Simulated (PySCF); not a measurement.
FH6PSi2: core ionisation energies

Compound: FH₆PSi₂.
Cartesian coordinates in Å at the PBE0-D3(BJ)/def2-SVP level; atoms count from 1:
```
atom  x, y, z in Å
F1     0.799    1.908   -1.094
Si2    0.512    0.876    0.140
Si3   -1.502   -0.236   -0.293
P4     2.281   -0.517    0.345
H5     0.445    1.676    1.400
H6    -1.355   -1.071   -1.524
H7    -1.794   -1.133    0.869
H8    -2.638    0.718   -0.474
H9     1.673   -1.141    1.481
H10    1.772   -1.487   -0.573
```

Theory: delta-SCF UKS SCAN, pcX-2 on the ionised atom, pcseg-1 elsewhere, spin-free X2C (PySCF 2.14.0). Vertical ΔSCF values, vacuum level as zero.

Question: What binding energy does each computed site have?

Answer: 
| atom(s) | environment | level | binding energy (eV) | 2p1/2 (eV) | above the level's lowest (eV) | count |
| --- | --- | --- | --- | --- | --- | --- |
| F1 | silicon-bound fluorine | F 1s | 692.07 | – | 0.00 | 1 |
| Si2 | fluorine-bound silicon | Si 2p3/2 | 107.69 | 108.31 | +0.90 | 1 |
| Si2 | fluorine-bound silicon | Si 1s | 1847.54 | – | +1.07 | 1 |
| Si3 | SiH3 silicon | Si 2p3/2 | 106.79 | 107.41 | 0.00 | 1 |
| Si3 | SiH3 silicon | Si 1s | 1846.47 | – | 0.00 | 1 |
| P4 | three-coordinate phosphorus | P 2p3/2 | 136.57 | 137.46 | 0.00 | 1 |
| P4 | three-coordinate phosphorus | P 1s | 2150.10 | – | 0.00 | 1 |

The listed Si 1s values span 1.07 eV, from Si3 (bonded to 3 H and Si) to Si2 (bonded to F, H, P and Si). Summing the Pauling electronegativity differences to the bonded atoms, each weighted by its formal bond order, gives +0.90 for the lowest site and +2.67 for the highest.

Lowest listed Si 2p3/2: Si3, bonded to 3 H and Si. Highest, 0.90 eV above it: Si2, bonded to F, H, P and Si. Summing the Pauling electronegativity differences to the bonded atoms, each weighted by its formal bond order, gives +0.90 for the lowest site and +2.67 for the highest.

Question: Which photon energy gives electrons from F 1s of F1 a kinetic energy of 150 eV, and what is their de Broglie wavelength?

Answer: hν = 692.07 + 150 = 842.07 eV, recoil neglected; λ = 12.264 Å/√(E/eV) = 1.00 Å.

For 2p shells one spin-free hole was relaxed; a mean-field spin–orbit operator and the ground-state splitting of the three 2p orbitals were then diagonalised within the shell. The shell's mean is (2 × 2p3/2 + 2p1/2)/3, and the degeneracies 2j + 1 give areas of 2:1. 2p1/2 minus 2p3/2 (ligand field included): Si 0.62 eV, P 0.89 eV. Geometry: PBE0-D3(BJ)/def2-SVP, one conformer, isolated molecule.

On one thread of an Arm Neoverse V1, on a shared host, this took 44 s of wall time.
